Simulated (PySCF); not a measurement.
## Polarisability and C₆ of Zr⁺ (zirconium, charge +1)

[Kr] 4d2 5s1, high-spin 4F determinant. All numbers are calculated (PySCF 2.14, scalar relativity through the core potential, in aug-cc-pV5Z-PP with ECP28MDF (8s8p7d5f4g3h2i, 197 functions)). Coupled (time-dependent) response in atomic units; α is the mean over directions.

```csv
method,mean α (bohr³),C₆ (like pair),S(−4)
BLYP,54.05,452.7,1772
```

S(−4) is the Cauchy moment in α(ω) = α(0) + S(−4) ω² + …

Spin-orbit coupling is absent.

α(iu) at BLYP:

| u (hartree) | α(iu) (bohr³) |
| --- | --- |
| 0 | 54.05 |
| 0.0500 | 50.02 |
| 0.100 | 41.28 |
| 0.200 | 26.00 |
| 0.300 | 17.62 |
| 0.500 | 10.23 |
| 0.750 | 6.521 |
| 1.00 | 4.666 |
| 1.50 | 2.782 |
| 2.00 | 1.841 |
| 3.00 | 0.9606 |
| 5.00 | 0.3869 |

A single London oscillator, α(iu) = α/(1 + u²/ω²), gives C₆ = (3/4) ω α². Matching the computed C₆ needs ω = 4 × 452.7 / (3 × 54.05²) = 0.207 hartree.

For an ion, C₆ is the dispersion term alone; charge-induced terms of lower order in 1/R come first.

Energies and moments cover only the electrons outside the core potential.
